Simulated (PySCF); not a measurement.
Fill in the blanks.

Species: C₆H₁₆Si₂.
Structure used (GFN2-xTB), in Å, numbered top down from 1:
```xyz
24
C6H16Si2 angstrom
C     -1.115    1.479   -1.584
C     -1.153    0.879   -0.401
C     -1.941    1.465    0.732
Si    -0.173   -0.711   -0.017
C      0.221   -1.598   -1.665
C     -1.313   -1.865    0.996
Si     1.746   -0.180    1.201
C      2.841    1.015    0.208
H     -1.648    2.398   -1.783
H     -0.555    1.075   -2.410
H     -2.399    2.411    0.451
H     -2.726    0.773    1.034
H     -1.297    1.628    1.596
H      0.642   -2.582   -1.484
H      0.944   -1.040   -2.253
H     -0.669   -1.728   -2.276
H     -0.837   -2.826    1.167
H     -2.257   -2.053    0.491
H     -1.537   -1.438    1.969
H      2.575   -1.343    1.556
H      1.439    0.475    2.486
H      3.701    1.346    0.783
H      3.215    0.544   -0.697
H      2.284    1.899   -0.091
```

```tsv
property	level	value
point group of the GFN2-xTB geometry	GFN2-xTB	?
rotational constants A, B, C of the GFN2-xTB geometry	GFN2-xTB	1.412, 0.994, 0.886 GHz
dipole moment	PBE0/pcSseg-1	0.55 D
HOMO energy	PBE0/pcSseg-1	?
LUMO energy	PBE0/pcSseg-1	-0.14 eV
13C chemical shifts (computed TMS as zero) by class	GIAO PBE0/pcSseg-1	156.2 (C2), 132.3 (C1), 27.5 (C3), -2.6 (C5/C6), -11.2 (C8) ppm
1H chemical shifts (computed TMS as zero) by class	GIAO PBE0/pcSseg-1	?
isotropic shieldings of nuclei other than C and H, by class	GIAO PBE0/pcSseg-1	?
```

Gas-phase values; electronic properties from PySCF, density fitting. One conformer (not necessarily the lowest) at the GFN2-xTB geometry, without solvent or vibrations. NMR classes are plain means over equivalent atoms (diastereotopic ones count apart unless rotation or inversion swaps them), as if these changed places fast; in this geometry the members of some classes differ.

**Question.** What is the point group of the GFN2-xTB geometry?

**Answer.** C1.

**Question.** What is the HOMO energy?

**Answer.** -7.18 eV.

**Question.** What are the isotropic shieldings of nuclei other than C and H, by class?

**Answer.** 372 (Si4), 431 (Si7) ppm.

**Question.** Give the 1H chemical shifts (computed TMS as zero) by class.

**Answer.** 6.04 (H9), 5.42 (H10), 3.83 (H20/H21), 1.97 (H11/H12/H13), 0.23 (H14/H15/H16/H17/H18/H19), 0.07 (H22/H23/H24) ppm.

The dipole equals about 1.8 × 10⁻³⁰ C·m (1 D = 3.33564 × 10⁻³⁰ C·m). With B = h/(8π²I), that is 505.379 GHz u Å² over I, the principal moments of inertia are 358.0, 508.6 and 570.7 u Å² (most abundant isotopes); the inertial defect Ic − Ia − Ib is -295.9 u Å² (zero for a rigid planar frame, negative otherwise).

For the NMR shielding job (PBE0/pcSseg-1), the run took 91 s wall on an Arm Neoverse N1 with one thread, no GPU, shared host, and the process peaked at 1.1 GiB of memory.
